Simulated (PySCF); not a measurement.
**Excitation energy of C by level of theory**

C [He] 2s2 2p2 (3P) → C [He] 2s1 2p3 (5S), as a difference of total energies. Calculation: PySCF 2.14, in x2c-TZVPPall; scalar relativity by spin-free X2C-1e. Correlated levels: valence: 1s2 frozen. The calculations carry no spin-orbit coupling.

```tsv
method	excitation energy (eV)	error (eV)
UHF	2.582	-1.597
MP2 (valence)	3.661	-0.518
SCS-MP2 (valence)	4.208	+0.029
CCSD (valence)	4.030	-0.149
CCSD(T) (valence)	4.077	-0.102
CCSDT (valence)	4.088	-0.091
```

Reference: 4.179 eV (measured; NIST levels, between the centres of gravity of the two terms).

Errors of the correlated levels include the incompleteness of this basis and the frozen core.
